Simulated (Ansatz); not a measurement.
Reaction (formal exchange of groups at a Ga–C bond): `C=[CH][GaH2]` + `[AlH2][SiH2][SiH3]` → `[AlH2][SiH2][SiH2][GaH2]` + `C=C`

Program: Ansatz. Geometries: PBE0-D4/def2-TZVP. ΔE: electronic, gas phase. CCSD(T)/CBS is the MP2 limit (def2-TZVPP, def2-QZVPP) plus CCSD(T) − MP2 in def2-TZVPP, frozen cores. This one scheme is used for every species. Functionals use def2-TZVPP. B3LYP here is the variant with VWN-RPA as its local correlation; programs differ in this. For Ga outer-core shells are correlated without core-valence functions, which leaves a few kJ/mol of doubt a bond. Scalar relativity is left out up to krypton. One conformer a species, not always the lowest.

| level | ΔE (kJ/mol) |
| --- | --- |
| r2SCANh-D4 | -35.5 |
| PBE | -40.4 |
| B3LYP | -30.2 |
| CAM-B3LYP | -24.6 |
| RPA@PBE/def2-TZVPP | -22.6 |
| CCSD/def2-SVP | -27.4 |
| CCSD(T)/def2-SVP | -27.5 |
| SCS-MP2/def2-QZVPP | -21.1 |

(1) What does CCSD(T)/CBS give? (Estimate.)

Largest T1 diagnostic among the species: 0.014.

## Answers

(1) Ansatz gave: -28.7 kJ/mol. The listed levels differ from it by -6.8, -11.7, -1.5, 4.1, 6.1, 1.3, 1.2, 7.6 kJ/mol.

In def2-TZVPP, CCSD(T) changes the Hartree–Fock value by −8.6 kJ/mol (the triples alone add −1.0 kJ/mol) and MP2 by −4.1 kJ/mol. From BLYP to BHLYP (50 % exact exchange), in def2-TZVPP and without D4, ΔE moves by +5.8 kJ/mol. Leaving LDA and LC-ωPBE aside and taking each functional with its dispersion term where it has one, the values, not all of them listed here, spread over 15.4 kJ/mol, from PBE-D4 to ωB97X-V.
